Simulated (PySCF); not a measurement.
CH5ClSSi.
SMILES: `CS[SiH2]Cl`

Theory: MP2 and CCSD/aug-cc-pVDZ in PySCF, restricted Hartree–Fock reference, frozen core, non-relativistic, gas phase, PBE0-D3(BJ)/def2-SVP geometry.

E(HF) = -1186.82780 Eh.

How large is the problem?

149 basis functions and 58 electrons; 16 orbitals frozen, which leaves o = 13 correlated occupied and v = 120 virtual orbitals. That is o·v = 1560 singles and o·v(o·v + 1)/2 = 1217580 distinct closed-shell doubles amplitudes before symmetry; the costliest CCSD step grows as o²v⁴ = 3.5 × 10^10.

What are the MP2 and CCSD correlation energies?

MP2 -0.5433 Eh and CCSD -0.5994 Eh, which gives totals of -1187.37109 and -1187.42719 Eh. That is 0.627 eV for each correlated electron at CCSD (1574 kJ/mol in all, 0.050 % of the total energy); MP2 gives 90.6 % of the CCSD value.

What is the T1 diagnostic?

0.0102, below the customary warning level of 0.02. It is the norm of the spatial-orbital singles amplitudes over the root of the number of correlated electrons, so the norm is 0.052.

How does correlation change the dipole moment?

HF gives 2.97 D and CCSD (unrelaxed density) 2.67 D, a change of -0.30 D.

No triples correction and no basis-set extrapolation were made.

The job also held the EOM ionisation roots. On one thread of an Intel Xeon 6975P-C, shared host with 192 logical CPUs at a one-minute load of 80, this took 83 s wall and 2.5 GiB of memory at its peak.

Conformer computed: `[CH3:1][S:2][SiH2:3][Cl:4]`: C1–S2–Si3–Cl4 179°.

One conformer stands for the species.
